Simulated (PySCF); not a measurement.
C₂H₆AlFO₂.

```xyz
12

Al     0.2367     0.2629     0.2715
F      0.7895     1.6150     1.0509
O     -0.9998     0.3713    -0.8599
C     -1.8212     1.3309    -1.4387
H     -1.6286     2.3502    -1.0569
H     -1.6810     1.3524    -2.5338
H     -2.8837     1.0980    -1.2485
O      0.9476    -1.2083     0.6470
C      0.8258    -2.5419     0.2760
H      0.0512    -2.7059    -0.4954
H      1.7829    -2.9207    -0.1238
H      0.5658    -3.1647     1.1500
```

The structure is a stationary point at PBE0-D3(BJ)/def2-SVP. The structure was generated by enumeration; whether it is a known compound was not checked. Other conformers were not sampled.

Method: B3LYP/pcSseg-1 (PySCF). Non-relativistic, no solvent.

Computed absolute GIAO shielding of each atom: isotropic value and principal components (ppm):
| atom | σ(iso) | σ11 | σ22 | σ33 | span |
|---|---|---|---|---|---|
| Al1 | 490.8 | 421.8 | 503.5 | 547.1 | 125.3 |
| F2 | 381.2 | 322.6 | 361.1 | 459.7 | 137.1 |
| O3 | 335.5 | 283.4 | 352.8 | 370.3 | 86.8 |
| C4 | 124.5 | 95.1 | 100.1 | 178.3 | 83.2 |
| H5 | 27.4 | 23.0 | 25.6 | 33.7 | 10.8 |
| H6 | 27.5 | 23.4 | 25.1 | 34.1 | 10.7 |
| H7 | 27.5 | 23.4 | 25.1 | 34.1 | 10.7 |
| O8 | 338.2 | 287.8 | 349.8 | 377.1 | 89.3 |
| C9 | 124.3 | 95.6 | 99.2 | 178.1 | 82.5 |
| H10 | 27.5 | 22.8 | 26.1 | 33.5 | 10.7 |
| H11 | 27.5 | 23.5 | 25.0 | 34.1 | 10.7 |
| H12 | 27.5 | 23.5 | 25.0 | 34.1 | 10.7 |
